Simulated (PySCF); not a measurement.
Titanium: a sound run and one with changed settings

Sound run: Ti [Ar] 3d2 4s2, Ti⁺ [Ar] 3d2 4s1. Computed with PySCF 2.14 in def2-SVP (5s3p2d1f, 31 functions), with the non-relativistic Hamiltonian (point nucleus). The sound run starts from symmetry-adapted Hartree-Fock orbitals and uses a fine grid where one is needed.

Changed run: radial step 0.8 in ln r (0.13 in the sound run). This setting is unsound on purpose.

| species | method | sound run (hartree) | changed run (hartree) | converged |
| --- | --- | --- | --- | --- |
| Ti | UHF | -848.28729 | -848.28729 | yes |
| Ti | r2SCAN | -849.18894 | -849.14092 | yes |
| Ti | PBE0 | -849.03273 | -848.94963 | yes |
| Ti⁺ | UHF | -848.08412 | -848.08412 | yes |
| Ti⁺ | r2SCAN | -848.95506 | -848.91002 | yes |
| Ti⁺ | PBE0 | -848.79198 | -848.70928 | yes |

Ionisation energy of Ti:

```
method  sound run (eV)  changed run (eV)
   UHF           5.529             5.529
r2SCAN           6.364             6.283
  PBE0           6.551             6.540
```

A coarse radial grid mis-integrates the density and the exchange-correlation energy, with errors of either sign; Hartree-Fock needs no grid.

For comparison, NIST gives 6.828 eV between the lowest levels.
